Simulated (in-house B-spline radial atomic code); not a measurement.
Ionising K6+ with different functionals

Computed with a B-spline radial code for spherical atoms: scalar-relativistic (spin-free X2C) Hamiltonian, Fermi nucleus of rms radius 3.4349 fm, spin-polarised at highest spin, spherical fractional occupations for the functionals, and exact exchange of hybrids averaged over the configuration. The ionisation energy is the difference of two self-consistent energies, [Ne] 3s2 3p1 → [Ne] 3s2, without Breit or QED terms; ε is the level of the shell that loses the electron (its least bound occupied spin orbital).

```csv
method,rung,ΔSCF (eV),-ε(3p) (eV)
PBE0,global hybrid,117.68,110.97
B3LYP,global hybrid,117.88,110.61
TPSSh,global hybrid,117.62,109.61
BHandHLYP,global hybrid,117.70,113.24
r2SCAN0,global hybrid,117.47,110.97
B97-1,global hybrid,117.62,110.54
HSE06,range-separated hybrid,117.69,110.53
wB97X,range-separated hybrid,117.60,113.57
CAM-B3LYP,range-separated hybrid,117.86,112.59
LC-wPBE,range-separated hybrid,117.91,114.11
```

Problem. Among the functionals, which spreads more, the ΔSCF values or the orbital energies?

Solution. The orbital energies: ΔSCF values span about 0.43 eV and the orbital energies 4.51 eV; here energy differences depend much less on the functional than eigenvalues do.

Problem. How do they compare with the NIST value?

Solution. NIST lists 117.6 eV ± 0.11 (measured, ground level to ground level). Errors run from -0.09 to +0.35 eV; wB97X is closest (+0.04 eV), though others lie within the uncertainty of it, and part of that can be cancellation, since the calculations leave out spin-orbit coupling, Breit-QED terms, multiplet and fine-structure energies.
